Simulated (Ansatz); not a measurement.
Isolated molecules relaxed with PBE0-D4/def2-TZVP in Ansatz; ΔE leaves out vibrations. CCSD(T)/CBS is the MP2 limit (def2-TZVPP, def2-QZVPP) plus CCSD(T) − MP2 in def2-TZVPP, frozen cores. DFT in def2-TZVPP. Each species was taken in one conformer, which may not be the lowest.

`CO[SiH2][SiH2]F` + `CBO` → `CBO[SiH2]F` + `CO[SiH3]`  (cleavage of the Si–Si bond)

Question: Is it downhill or uphill in electronic energy at CCSD(T)/CBS, and by how much? (Best estimate.)

Answer: Computed: Downhill: ΔE = -121.6 kJ/mol.

Question: What do these levels give: PBE-D4, r2SCAN-D4, ωB97X-V, r2SCAN, PBE0, SCS-MP2/def2-QZVPP? (An estimate is asked.)

Answer: Computed: PBE-D4 -91.1, r2SCAN-D4 -113.7, ωB97X-V -115.7, r2SCAN -114.2, PBE0 -103.1, SCS-MP2/def2-QZVPP -133.1 kJ/mol.

Largest T1 diagnostic among the species: 0.012.

In def2-TZVPP, CCSD(T) changes the Hartree–Fock value by +24.9 kJ/mol (the triples alone add +3.3 kJ/mol) and MP2 by +17.1 kJ/mol. From PBE to PBE0 (25 % exact exchange), in def2-TZVPP and without D4, ΔE moves by −10.4 kJ/mol.
